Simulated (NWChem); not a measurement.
System: GeSiH₄, singlet; SMILES [GeH][SiH3]

```xyz
6

Ge    -0.0404     0.8697     0.0000
H      1.5564     0.8117     0.0000
Si    -0.0217    -1.5897     0.0000
H      0.7117    -2.0852     1.2126
H      0.7117    -2.0852    -1.2126
H     -1.3821    -2.2145     0.0000
```
Atoms are numbered in this order, from 1.

Program: NWChem. Low-valent species are run as closed-shell singlets; no triplet was tried in these runs. Geometry: optimised at PBE0/def2-SVP.

For level BLYP/def2-TZVP:

```
Item                         Value
---------------------------  -----
highest occupied level (eV)  -5.54
dipole (D)                    0.61
```

Q: Estimate the same quantities for level PBE/def2-TZVP.

A: highest occupied level (eV): -5.69
dipole (D): 0.50
